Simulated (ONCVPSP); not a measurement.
What the settings do to the ONCV potential of boron (B)

Base potential:

ONCVPSP 4.0.1 input, shortened (lines: element, Z, core and valence counts, functional; n l f; lmax; l rc ep ncon nbas qcut; lloc lpopt rc5 dvloc0; l nproj debl; icmod fcfact rcfact), PBE, non-relativistic:

```
  B 5.00    1    2        4      upf
    1    0    2.00
    2    0    2.00
    2    1    1.00
    1
    0    1.05    0.00    4    8    4.80
    1    2.40    0.00    4    7    5.90
    4    5    0.80    0.00
    0    2    4.00
    1    2    3.00
    3    2.50    1.40
```

All-electron outer shells of the reference configuration (PBE, non-relativistic, ld1.x):

| shell | level (eV) | outermost node (bohr) | outermost maximum (bohr) |
| --- | --- | --- | --- |
| 1s | -180.54 | – | 0.21 |
| 2s | -9.44 | 0.46 | 1.52 |
| 2p | -3.61 | – | 1.57 |

Cutoffs, loose and tight: the cutoffs (Ha) at which the residual kinetic energy of the hardest occupied pseudo-wave falls to 1 and 0.1 mHa per electron. They do not see the model core or the augmentation charge, which bear on the density cutoff. Test errors are all-electron minus pseudo excitation energies from the reference, over the configurations 2s2 2p0; 2s1 2p0; 2s2 2p0.5; 2s0 2p3. A dash means not determined; rows that change the core or the reference have their own tests.

```tsv
change	outcome	cutoff, loose	cutoff, tight	bound ghosts	GHOST(+) flags above zero	largest test error (meV)
base	generated	12 Ha	74 Ha	none	s, p	+134
s: rc 0.74; local potential polynomial inside 0.74 bohr (lpopt 5, dvloc0 0 Ha)	failed: ERROR pspot: first pseudo wave function has node, program will stop	–	–	–	–	–
s: rc 0.88	failed: ERROR pspot: first pseudo wave function has node, program will stop	–	–	–	–	–
s: rc 0.96	failed: ERROR pspot: first pseudo wave function has node, program will stop	–	–	–	–	–
s: rc 1.08	generated	12 Ha	31 Ha	none	p	+134
s: rc 1.16	generated	12 Ha	31 Ha	none	s, p	+134
s: rc 1.3	generated	11 Ha	48 Ha	none	p	+134
s: rc 1.38	generated	11 Ha	45 Ha	none	s, p	+134
```

**Question.** What comes out with this change to the base: s: rc 1.5?

**Answer.** outcome: generated; cutoff, loose: 10 Ha; cutoff, tight: 34 Ha; bound ghosts: none; GHOST(+) flags above zero: p; largest test error (meV): +134.

Reading the sweep of the s radius (base included, trends over the rows without a ghost): The loose cutoff stays near 11 Ha. The median size of the test errors (rows with all tests solved) stays near 23.1 meV. The generation fails at 0.74, 0.88, 0.96 bohr.
